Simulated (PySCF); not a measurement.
PySCF job for C₂H₉FOSi₂, SMILES OC[Si@H](F)C[SiH3], TDA-PBE/def2-SVPD. Coordinates come from a B3LYP-D3(BJ)/def2-SVP optimisation. The structure was generated by enumeration; whether it is a known compound was not checked. The values are those of a single conformer.

```python
import numpy as np
from pyscf import gto, scf, dft, tdscf

mol = gto.M(
    atom='''
    O    -2.63839323   -0.56025152   -0.99350724
    C    -1.45060927    0.21069693   -0.85103321
    Si   -0.22509662   -0.67659890    0.27619760
    F    -1.14875511   -1.10237509    1.56946017
    C     1.18096449    0.41161291    0.84520439
    Si    2.24316731    1.15229371   -0.53304979
    H    -2.96105059   -0.76383567   -0.10445346
    H    -1.02360837    0.34616308   -1.85955414
    H    -1.65380687    1.23594212   -0.47205787
    H     0.26828025   -1.94348098   -0.32461834
    H     0.76212299    1.24207387    1.44097114
    H     1.83696878   -0.16785805    1.51826344
    H     2.81198053    0.06794215   -1.38554199
    H     1.40725109    2.03771130   -1.39618318
    H     3.36268334    1.95514371    0.03699429
    ''',
    basis='def2-SVPD',
    charge=0,
    spin=0,
    max_memory=1600,
    verbose=4,
)
mf = dft.RKS(mol, xc='pbe').density_fit(auxbasis='def2-universal-jkfit')
mf.grids.level = 3
mf.conv_tol = 1e-9
mf.max_cycle = 100
mf.kernel()
mf.grids = dft.Grids(mol).set(level=1).build(with_non0tab=True)  # coarser grid for the response kernel
td = tdscf.TDA(mf)
td.singlet = True
td.nstates = 6
td.conv_tol = 1e-4
td.positive_eig_threshold = 1e-6
td.kernel(x0=td.get_init_guess(mf, 11))
td.analyze()
tt = tdscf.TDA(mf)
tt.singlet = False
tt.nstates = 2
tt.conv_tol = 1e-4
tt.positive_eig_threshold = 1e-6
tt.kernel(x0=tt.get_init_guess(mf, 7))
tt.analyze(verbose=3)
```

It prints:

```
PySCF version 2.14.0

[INPUT] verbose = 4
[INPUT] num. atoms = 15
[INPUT] num. electrons = 66
[INPUT] charge = 0
[INPUT] spin (= nelec alpha-beta = 2S) = 0
[INPUT] symmetry False subgroup None
[INPUT] Mole.unit = angstrom
[INPUT] Symbol           X                Y                Z      unit          X                Y                Z       unit  Magmom
[INPUT]  1 O     -2.638393230000  -0.560251520000  -0.993507240000 AA   -4.985840613607  -1.058721933671  -1.877456586373 Bohr   0.0
[INPUT]  2 C     -1.450609270000   0.210696930000  -0.851033210000 AA   -2.741254234055   0.398159492987  -1.608219689809 Bohr   0.0
[INPUT]  3 Si    -0.225096620000  -0.676598900000   0.276197600000 AA   -0.425370963365  -1.278586617182   0.521937820262 Bohr   0.0
[INPUT]  4 F     -1.148755110000  -1.102375090000   1.569460170000 AA   -2.170832542095  -2.083187006643   2.965849884713 Bohr   0.0
[INPUT]  5 C      1.180964490000   0.411612910000   0.845204390000 AA    2.231699448937   0.777835669235   1.597204816380 Bohr   0.0
[INPUT]  6 Si     2.243167310000   1.152293710000  -0.533049790000 AA    4.238971867477   2.177519526959  -1.007318113857 Bohr   0.0
[INPUT]  7 H     -2.961050590000  -0.763835670000  -0.104453460000 AA   -5.595574656082  -1.443440220474  -0.197388432163 Bohr   0.0
[INPUT]  8 H     -1.023608370000   0.346163080000  -1.859554140000 AA   -1.934339478112   0.654153415636  -3.514048038401 Bohr   0.0
[INPUT]  9 H     -1.653806870000   1.235942120000  -0.472057870000 AA   -3.125242047224   2.335592112614  -0.892060089246 Bohr   0.0
[INPUT] 10 H      0.268280250000  -1.943480980000  -0.324618340000 AA    0.506976197130  -3.672646780501  -0.613439757611 Bohr   0.0
[INPUT] 11 H      0.762122990000   1.242073870000   1.440971140000 AA    1.440203724335   2.347179440779   2.723040808002 Bohr   0.0
[INPUT] 12 H      1.836968780000  -0.167858050000   1.518263440000 AA    3.471367893576  -0.317205742304   2.869102086540 Bohr   0.0
[INPUT] 13 H      2.811980530000   0.067942150000  -1.385541990000 AA    5.313873069309   0.128392055814  -2.618294895185 Bohr   0.0
[INPUT] 14 H      1.407251090000   2.037711300000  -1.396183180000 AA    2.659319148596   3.850716277931  -2.638403829924 Bohr   0.0
[INPUT] 15 H      3.362683340000   1.955143710000   0.036994290000 AA    6.354550556238   3.694686146066   0.069909076273 Bohr   0.0

nuclear repulsion = 376.926232869704
number of shells = 90
number of NR pGTOs = 300
number of NR cGTOs = 206
basis = def2-SVPD
ecp = {}


[settings echo left out]
init E= -834.873576810779
  HOMO = -0.319515677266321  LUMO = -0.0680047006654476  gap/eV = 6.84396
cycle= 1 E= -834.628535908417  delta_E= 0.245  |g|= 0.883  |ddm|= 4.67
  HOMO = -0.0852398745521636  LUMO = -0.0165940686719006  gap/eV = 1.86795
cycle= 2 E= -834.097857046804  delta_E= 0.531  |g|= 1.86  |ddm|= 2.54
  HOMO = -0.235493930747979  LUMO = -0.0324507092550537  gap/eV = 5.52509
cycle= 3 E= -834.779189688412  delta_E= -0.681  |g|= 0.215  |ddm|= 1.83
  HOMO = -0.227662411161637  LUMO = -0.0362912030655447  gap/eV = 5.20748
cycle= 4 E= -834.787898781102  delta_E= -0.00871  |g|= 0.0943  |ddm|= 0.29
  HOMO = -0.226393011650295  LUMO = -0.0344901519701803  gap/eV = 5.22194
cycle= 5 E= -834.790081691245  delta_E= -0.00218  |g|= 0.0184  |ddm|= 0.133
  HOMO = -0.226255812850831  LUMO = -0.034727049703946  gap/eV = 5.21176
cycle= 6 E= -834.790184393825  delta_E= -0.000103  |g|= 0.00671  |ddm|= 0.0368
  HOMO = -0.22685525134734  LUMO = -0.0347173254723643  gap/eV = 5.22834
cycle= 7 E= -834.79019626496  delta_E= -1.19e-05  |g|= 0.00164  |ddm|= 0.00922
  HOMO = -0.226726107150308  LUMO = -0.0346665087265845  gap/eV = 5.22621
cycle= 8 E= -834.790196814926  delta_E= -5.5e-07  |g|= 0.000581  |ddm|= 0.00243
  HOMO = -0.226780639767657  LUMO = -0.0346704980825758  gap/eV = 5.22758
cycle= 9 E= -834.790196873499  delta_E= -5.86e-08  |g|= 0.000226  |ddm|= 0.000669
  HOMO = -0.226787886674021  LUMO = -0.0346761853206594  gap/eV = 5.22763
cycle= 10 E= -834.790196883806  delta_E= -1.03e-08  |g|= 4.07e-05  |ddm|= 0.000283
  HOMO = -0.22678927708994  LUMO = -0.0346782520512874  gap/eV = 5.22761
cycle= 11 E= -834.79019688418  delta_E= -3.73e-10  |g|= 1.94e-05  |ddm|= 9.29e-05
  HOMO = -0.226787229281722  LUMO = -0.034676625580635  gap/eV = 5.22760
Extra cycle  E= -834.790196884085  delta_E= 9.44e-11  |g|= 2.88e-05  |ddm|= 7.06e-05
converged SCF energy = -834.790196884085
tot grids = 55912
Overwritten attributes  positive_eig_threshold  of <class 'pyscf.tdscf.rks.TDA'>


******** <class 'pyscf.tdscf.rks.TDA'> for <class 'pyscf.df.df_jk.DFRKS'> ********
nstates = 6 singlet
deg_eia_thresh = 1.000e-03
wfnsym = None
conv_tol = 0.0001
eigh lindep = 1e-12
eigh level_shift = 0
eigh max_cycle = 100


Excitation energies (eV)
[5.35235722 5.64699488 6.11766456 6.31145027 6.46528379 6.81341996]

** Singlet excitation energies and oscillator strengths **
Excited State   1:      5.35236 eV    231.64 nm  f=0.0181
      33 -> 34       -0.70202
Excited State   2:      5.64699 eV    219.56 nm  f=0.0001
      33 -> 35       -0.70526
Excited State   3:      6.11766 eV    202.67 nm  f=0.0017
      33 -> 36        0.70285
Excited State   4:      6.31145 eV    196.44 nm  f=0.0027
      33 -> 37       -0.70437
Excited State   5:      6.46528 eV    191.77 nm  f=0.0039
      33 -> 38       -0.70493
Excited State   6:      6.81342 eV    181.97 nm  f=0.0173
      32 -> 34        0.35728
      33 -> 39        0.60223

** Transition electric dipole moments (AU) **
state          X           Y           Z        Dip. S.      Osc.
  1         0.3254     -0.1368      0.1164      0.1381      0.0181
  2         0.0257     -0.0098     -0.0019      0.0008      0.0001
  3         0.0005     -0.0973      0.0408      0.0111      0.0017
  4        -0.1255     -0.0349     -0.0150      0.0172      0.0027
  5        -0.1312     -0.0460     -0.0710      0.0244      0.0039
  6         0.0107      0.3214     -0.0207      0.1038      0.0173

** Transition velocity dipole moments (imaginary part, AU) **
state          X           Y           Z        Dip. S.      Osc.
  1         0.0352     -0.0245      0.0187      0.0022      0.0074
  2        -0.0080      0.0094     -0.0041      0.0002      0.0005
  3        -0.0084      0.0109      0.0048      0.0002      0.0006
  4        -0.0131     -0.0154     -0.0072      0.0005      0.0013
  5        -0.0307      0.0043     -0.0097      0.0011      0.0030
  6         0.0049      0.0479     -0.0171      0.0026      0.0070

** Transition magnetic dipole moments (imaginary part, AU) **
state          X           Y           Z
  1         0.2656      0.2010     -0.2327
  2         0.0398      0.2086      0.0336
  3         0.0387      0.0349      0.5006
  4         0.0018     -0.2252     -0.2154
  5         0.0110      0.1077      0.2707
  6        -0.1308      0.1248      0.0731


******** <class 'pyscf.tdscf.rks.TDA'> for <class 'pyscf.df.df_jk.DFRKS'> ********
nstates = 2 triplet
deg_eia_thresh = 1.000e-03
wfnsym = None
conv_tol = 0.0001
eigh lindep = 1e-12
eigh level_shift = 0
eigh max_cycle = 100


Excitation energies (eV)
[5.08396408 5.59154583]

** Triplet excitation energies and oscillator strengths **
Excited State   1:      5.08396 eV    243.87 nm  f=0.0000
Excited State   2:      5.59155 eV    221.74 nm  f=0.0000
```

The calculation finished and met its thresholds.
